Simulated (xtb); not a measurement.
SeClI, SMILES I[Se]Cl. All values are semi-empirical tight-binding results from xtb (GFN2-xTB unless named), good for trends rather than for accurate numbers. Geometry: GFN2-xTB.

- point group as xtb finds it = Cs
- orbital gap = 2.65 eV
- zero-point energy = 1.1 kcal/mol
- G − E(el) at 298.15 K (modified RRHO) = -18.3 kcal/mol
- static polarisability (D4 model) = 75.3 bohr³
- solvation energy, GFN2-xTB/ALPB(water) = -0.7 kcal/mol
- solvation energy, GFN2-xTB/ALPB(chcl3) = -5.3 kcal/mol
